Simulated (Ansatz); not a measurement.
`OB(O)C12CC3CC(CC(C3)C1)C2` with charge -1. The state is a doublet with charge -1. Geometry PBE-D4/def2-SVP, that of the neutral singlet; atoms count from 1.

```tsv
atom	x (Å)	y (Å)	z (Å)
O1	0.463	-3.082	-1.388
B2	0.854	-2.410	-0.249
O3	1.633	-2.975	0.736
C4	0.358	-0.913	-0.074
C5	0.722	-0.075	-1.332
C6	0.191	1.366	-1.195
C7	0.812	2.027	0.050
C8	0.435	1.219	1.307
C9	-1.099	1.189	1.453
C10	-1.724	0.526	0.210
C11	-1.343	1.333	-1.047
C12	-1.192	-0.914	0.073
C13	0.966	-0.222	1.171
H14	0.777	-4.002	-1.446
H15	1.888	-3.899	0.569
H16	0.299	-0.556	-2.239
H17	1.827	-0.056	-1.465
H18	0.465	1.947	-2.103
H19	0.454	3.076	0.146
H20	1.919	2.074	-0.054
H21	0.884	1.695	2.205
H22	-1.384	0.625	2.369
H23	-1.494	2.221	1.575
H24	-2.830	0.501	0.315
H25	-1.803	0.874	-1.949
H26	-1.742	2.369	-0.972
H27	-1.652	-1.410	-0.809
H28	-1.485	-1.508	0.966
H29	0.724	-0.807	2.084
H30	2.075	-0.213	1.094
```

The highest occupied level of the charge -1 doublet lies above zero (up to 3.59 eV). By energy differences it is unbound by 2.20 eV (vertical, against the charge 0 singlet, at PBE0-D4/def2-SVP) and held by the finite basis.

Estimate the Mulliken populations of the heavy atoms from the PBE0/def2-SVP orbitals of Ansatz.


```json
{"atom": "O1", "charge (e)": "-0.14", "spin (α − β)": "-0.02"}
{"atom": "B2", "charge (e)": "0.02", "spin (α − β)": "0.02"}
{"atom": "O3", "charge (e)": "-0.13", "spin (α − β)": "-0.02"}
{"atom": "C4", "charge (e)": "-0.28", "spin (α − β)": "0.00"}
{"atom": "C5", "charge (e)": "0.12", "spin (α − β)": "-0.03"}
{"atom": "C6", "charge (e)": "-0.15", "spin (α − β)": "0.00"}
{"atom": "C7", "charge (e)": "0.11", "spin (α − β)": "-0.03"}
{"atom": "C8", "charge (e)": "-0.15", "spin (α − β)": "0.00"}
{"atom": "C9", "charge (e)": "0.11", "spin (α − β)": "-0.03"}
{"atom": "C10", "charge (e)": "-0.14", "spin (α − β)": "0.00"}
{"atom": "C11", "charge (e)": "0.11", "spin (α − β)": "-0.03"}
{"atom": "C12", "charge (e)": "0.10", "spin (α − β)": "-0.03"}
{"atom": "C13", "charge (e)": "0.15", "spin (α − β)": "-0.03"}
```
Mulliken values depend strongly on the basis.

Where does the spin sit?

Summed by element: O -0.03, B 0.02, C -0.20, H 1.21, of 1 unpaired in all. Largest on single atoms: H15 0.32, H14 0.32, H17 0.04.

And the Mayer bond orders between heavy atoms (over 0.3)?

O1–B2 1.49 (1.38 Å); B2–O3 1.48 (1.38 Å); B2–C4 0.85 (1.59 Å); C4–C5 1.04 (1.55 Å); C4–C12 1.04 (1.56 Å); C4–C13 1.03 (1.55 Å); C5–C6 1.04 (1.54 Å); C6–C7 1.04 (1.54 Å); C6–C11 1.05 (1.54 Å); C7–C8 1.04 (1.54 Å); C8–C9 1.04 (1.54 Å); C8–C13 1.04 (1.54 Å); C9–C10 1.05 (1.54 Å); C10–C11 1.05 (1.54 Å); C10–C12 1.04 (1.54 Å).
